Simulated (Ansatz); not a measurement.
**Stretch profile**

CAlF2N (SMILES N#[C][Al]([F])[F]), closed shell, at its PBE0-D4/def2-TZVP minimum:

N1  (1.528, -1.249, 1.352)
C2  (0.794, -0.652, 0.694)
Al3  (-0.420, 0.334, -0.393)
F4  (-1.703, -0.425, -1.042)
F5  (-0.150, 1.918, -0.652)
(Å)

The bond length Al3–F5 (1.627 Å at the minimum) is set to the values below, the two halves moving rigidly along the bond. Each method's energies count from its own value at the PBE0-D4 minimum structure. Ansatz 0.2.0; basis: def2-TZVPP; cores frozen in the correlated methods.

CCSD(T) energies along the scan:
| bond length (Å) | CCSD(T) (eV) |
| --- | --- |
| 1.432 | 0.945 |
| 1.488 | 0.433 |
| 1.571 | 0.064 |
| 1.668 | 0.022 |
| 1.775 | 0.266 |
| 1.891 | 0.719 |
| 2.014 | 1.299 |
| 2.143 | 1.944 |
| 2.278 | 2.612 |
They count from the CCSD(T) energy at the PBE0-D4 minimum.

Minimum and curvature along this coordinate at CCSD(T): A fifth-order fit through the nearest points gives 1.630 Å, with a curvature of about 33 eV/Å².

**Question.** Treat the two halves as rigid bodies and work out the harmonic wavenumber of this stretch from that curvature (ν̃ = 521.5 √(k/μ) cm⁻¹ with k in eV/Å² and μ in u).

**Answer.** The halves weigh 72.00 and 19.00 u, so μ = 72.00 × 19.00/91.00 = 15.033 u and ν̃ = 521.5 √(33/15.033) ≈ 770 cm⁻¹. A true normal mode mixes in other motions, so this is a guide only.

Largest difference from the CCSD(T) curve over the scan: r2SCAN-D4 0.074; PBE0-D4 0.048; HF 0.412 eV. Each curve counts from its own value at the minimum.

No T1 diagnostic of these runs exceeds 0.018.

For scale, one of the runs: CCSD(T)/def2-TZVPP, 166 basis functions (an equivalent command: `ansatz run in.yaml --threads 4`). The run took 37 s on 4 CPU threads (shared host), with 1.4 GiB of host memory at its peak.
